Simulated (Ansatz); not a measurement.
Job for Ansatz (a first-principles code): R-PBE/def2-TZVPP on H2 (SMILES [H][H]).

Ansatz 0.2 input:
```yaml
crystal:
  periodic: [false, false, false]
  atoms:
    - {symbol: H, position_ang: [0.00000000, 0.00000000, 0.37198582]}
    - {symbol: H, position_ang: [-0.00000000, -0.00000000, -0.37198582]}
basis:
  gaussian:
    orbitals: def2-TZVPP
hamiltonian:
  xc: {name: PBE}
scf: {lower_state_search: off}
```

The log:

```
WARN ansatz: RAYON_NUM_THREADS=1 ignored (pool sized by the plan → 1); use --threads N
Functional definition: PBE
these checks for a lower state are left out or cut short: stability, starts, cluster_reference, orbital_swaps, neighbouring_geometries, increment
integrals: 0.00 GiB planned
118 factors; their error is unknown
mean field: 0.04 GiB planned
mean field evaluation 1: about -31.4010 eV, gradient 9.5e0 eV
mean field evaluation 2: about -31.6915 eV, gradient 3.2e0 eV
mean field evaluation 4: about -31.7334 eV, gradient 4.9e-2 eV
mean field evaluation 8: about -31.7318 eV, gradient 3.0e-5 eV
mean field -31.73177947 eV, -1.1661213870 hartree, gradient 4.2e-7 eV, S^2 0.000000; 0 other end points of the search recorded, 0 dependent functions left out
reference -31.73180113 eV, -1.1661221830 hartree; 1, 1 occupied and 27, 27 virtual orbitals, 118 factors
Total energy: -31.73180113 eV, -1.1661221830 hartree
Checks for a lower state left out: stability, starts, cluster_reference, orbital_swaps, neighbouring_geometries, increment
```

Self-consistency was reached.

Cost: very roughly 0.18 core-seconds.
